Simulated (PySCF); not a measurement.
[Er(H2O)3]3+: from a saddle point downhill

PySCF 2.14.0, RKS PBE0, Er lcecp-1-SVP with ECP57, O def2-SVP, H def2-SVP; non-relativistic Hamiltonian with scalar-relativistic core potentials where named; density fitting; no spin-orbit coupling. Relaxed within the symmetry of its start, the geometry (D3h) is

```xyz
10

Er    0.0000    0.0000    0.0000
O     2.2325    0.0000    0.0000
H     2.8506    0.0000    0.7718
H     2.8506    0.0000   -0.7718
O    -1.1163    1.9334    0.0000
H    -1.4253    2.4687    0.7718
H    -1.4253    2.4687   -0.7718
O    -1.1163   -1.9334    0.0000
H    -1.4253   -2.4687    0.7718
H    -1.4253   -2.4687   -0.7718
```

and its lowest harmonic modes are -204, -179, -179, -48, 54, 54 cm⁻¹ (negative: unstable). It was moved along the lowest mode and relaxed again, within the group D3 that the move left.

(1) Where does it end, and how much lower?

(2) How do the contacts change?

(3) Is the end a minimum?

An lcecp potential fixes the number of 4f electrons, so in runs with it no electron can move into or out of that shell.

State: singlet in the valence, with the 4f electrons in the core potential.

Answers

(1) In D3, 0.132 eV lower, after 19 steps:
```xyz
10

Er    0.0000    0.0000    0.0000
O     2.2205    0.0000    0.0000
H     2.8376    0.7349    0.2398
H     2.8376   -0.7349   -0.2398
O    -1.1102    1.9230    0.0000
H    -2.0552    2.0900    0.2398
H    -0.7824    2.8249   -0.2398
O    -1.1102   -1.9230    0.0000
H    -0.7824   -2.8249    0.2398
H    -2.0552   -2.0900   -0.2398
```

(2) 
| contact | saddle (Å) | end (Å) |
| --- | --- | --- |
| Er1–O2 (H2O) | 2.233 | 2.220 |
| Er1–O5 (H2O) | 2.233 | 2.220 |
| Er1–O8 (H2O) | 2.233 | 2.220 |


(3) Yes, as far as the noise of the softest modes lets one tell (those above −25 cm⁻¹ count as noise); lowest modes -20, 71, 71, 102, 102, 102 cm⁻¹.
